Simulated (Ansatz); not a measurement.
Geometry optimisation, RKS B3LYP/def2-SVP (Ansatz 0.2.0).

input.yaml

```yaml
crystal:
  periodic: [false, false, false]
  atoms:
    - { symbol: C, position_ang: [-2.0885, 1.581, 0.2002] }
    - { symbol: O, position_ang: [-1.2892, 0.6902, -0.4332] }
    - { symbol: B, position_ang: [-1.0276, -0.3831, 0.5135] }
    - { symbol: S, position_ang: [0.5921, -0.263, 1.6418] }
    - { symbol: Si, position_ang: [1.8052, -1.2377, 0.193] }
    - { symbol: "N", position_ang: [1.8022, -0.2903, -1.323] }
    - { symbol: Cl, position_ang: [1.1792, -3.1877, -0.1431] }
    - { symbol: H, position_ang: [-1.6124, 2.1198, 1.0645] }
    - { symbol: H, position_ang: [-3.108, 1.1838, 0.5163] }
    - { symbol: H, position_ang: [-2.3556, 2.436, -0.5147] }
    - { symbol: H, position_ang: [-1.6982, -1.3401, 0.5913] }
    - { symbol: H, position_ang: [3.1903, -1.2645, 0.7654] }
    - { symbol: H, position_ang: [1.50777, -0.91078, -2.07212] }
    - { symbol: H, position_ang: [1.1015, 0.46313, -1.2008] }
basis:
  gaussian: { orbitals: def2-SVP }
hamiltonian:
  xc: b3lyp
relax:
  f_tol: 0.015
  max_steps: 40
```

Launched with:

```bash
$ ansatz run input.yaml --threads 2 --pin off --max-ram 3072MiB --backend cpu --events-out ev --progress --plain --runs-dir out
```

Where does it end, and by what steps?

It converged. After 32 steps the energy has fallen by 1.640 eV; H11 moved furthest, 2.12 Å.

```tsv
step	energy less start (eV)	largest force component (eV/Å)	accepted
0	0.0000	3.743	yes
2	-0.6418	0.874	yes
4	-0.9023	0.713	yes
6	-1.1667	1.013	yes
8	-1.3687	0.260	yes
10	-1.4693	0.676	yes
12	-1.5389	0.379	yes
14	-1.5762	0.360	yes
16	-1.5899	0.142	yes
18	-1.6023	0.141	yes
20	-1.6148	0.224	yes
22	-1.6253	0.178	yes
24	-1.6331	0.142	yes
26	-1.6377	0.081	yes
28	-1.6395	0.052	yes
30	-1.6401	0.020	yes
32	-1.6402	0.011	yes
```

```xyz
14
Properties=species:S:1:pos:R:3
C -2.156 1.168 -0.244
O -1.024 0.405 0.145
B -0.900 -0.161 1.365
S 0.521 -1.213 1.789
Si 1.592 -1.355 -0.089
N 1.913 0.196 -0.749
Cl 0.525 -2.630 -1.372
H -1.825 2.167 -0.569
H -2.873 1.277 0.585
H -2.654 0.671 -1.091
H -1.728 0.016 2.227
H 2.876 -2.035 0.197
H 2.614 0.283 -1.480
H 1.118 0.807 -0.915
```

Time of the run: 3.8 min on 2 threads of Arm Neoverse V2, on a shared host, peak memory 0.45 GiB.
